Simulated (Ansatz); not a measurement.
Geometry optimisation, RKS BLYP/def2-SVP (Ansatz 0.2.0).

Input:

```yaml
crystal:
  periodic: [false, false, false]
  atoms:
    - { symbol: B, position_ang: [-0.87695, 0.34835, -0.73014] }
    - { symbol: Ga, position_ang: [0.59195, -0.03922, 0.71249] }
    - { symbol: Cl, position_ang: [1.76703, -1.74226, 0.29871] }
    - { symbol: H, position_ang: [-1.92648, -0.16355, -0.66681] }
    - { symbol: H, position_ang: [-0.61442, 0.94727, -1.69967] }
    - { symbol: H, position_ang: [1.05887, 0.64942, 2.08542] }
basis:
  gaussian: { orbitals: def2-SVP }
hamiltonian:
  xc: blyp
relax:
  f_tol: 0.02
  max_steps: 40
scf:
  lower_state_search: "off"
```

Launched with:

```bash
$ ansatz run input.yaml --threads 1 --pin off --max-ram 2048MiB --backend cpu --events-out ev --progress --plain --runs-dir out
```

Where does it end, and by what steps?

The run converged. After 5 steps the energy has fallen by 0.136 eV; Cl3 moved furthest, 0.10 Å.

```json
{"step": "0", "energy less start (eV)": "0.0000", "largest force component (eV/Å)": "1.427", "accepted": "yes"}
{"step": "1", "energy less start (eV)": "-0.0951", "largest force component (eV/Å)": "0.606", "accepted": "yes"}
{"step": "2", "energy less start (eV)": "-0.1316", "largest force component (eV/Å)": "0.222", "accepted": "yes"}
{"step": "3", "energy less start (eV)": "-0.1358", "largest force component (eV/Å)": "0.040", "accepted": "yes"}
{"step": "4", "energy less start (eV)": "-0.1360", "largest force component (eV/Å)": "0.020", "accepted": "yes"}
{"step": "5", "energy less start (eV)": "-0.1362", "largest force component (eV/Å)": "0.013", "accepted": "yes"}
```

```xyz
6
Properties=species:S:1:pos:R:3
B -0.861 0.325 -0.735
Ga 0.592 -0.030 0.723
Cl 1.826 -1.817 0.301
H -1.969 -0.159 -0.648
H -0.617 1.002 -1.711
H 1.028 0.678 2.069
```

Run time: 15 s on 1 thread of Arm Neoverse N1, with other jobs on the host, peak memory 0.12 GiB.
